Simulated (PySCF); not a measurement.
Problem. Give a PBE0-D3(BJ)/def2-SVP geometry of `C#[C][GeH2][PH2]`.

Solution. 
```
atom  x, y, z in Å
C1    -1.805   -0.718   -1.443
C2    -1.003   -0.618   -0.534
Ge3    0.281   -0.407    0.854
P4     1.702    1.383    0.429
H5    -2.518   -0.810   -2.244
H6    -0.465   -0.153    2.173
H7     1.110   -1.697    0.958
H8     1.905    0.995   -0.930
H9     0.620    2.257    0.105
```

Orientation and origin are arbitrary. Atoms count from 1 in this order. P4 (three-coordinate phosphorus) is pyramidal (angles 93.3°, 93.0° and 92.9°, sum 279.1°, 0.88 Å off the plane of its three neighbours). The 4 heavy atoms lie in one plane (0.000 Å rms). Ge3 (germanium bonded to C, P and 2 H) is tetrahedral (angles from 108.5° to 111.4°).

Bonds between heavy atoms (Å): C1≡C2 1.217, C2–Ge3 1.903, Ge3–P4 2.325.

The calculation used PBE0-D3(BJ)/def2-SVP geometry optimisation, gas phase (PySCF).

Point group: Cs (tolerance 0.08 Å). No PBE0-D3(BJ)/def2-SVP frequencies stand behind this structure, so it isn't proved a minimum. One conformer, not necessarily the lowest (C2–Ge3–P4–H -46° and 48°).

Hardware: one thread of an Arm Neoverse V2, shared host. Cost: 16 s wall, 0.43 GiB resident at most. These figures are those of the optimisation.
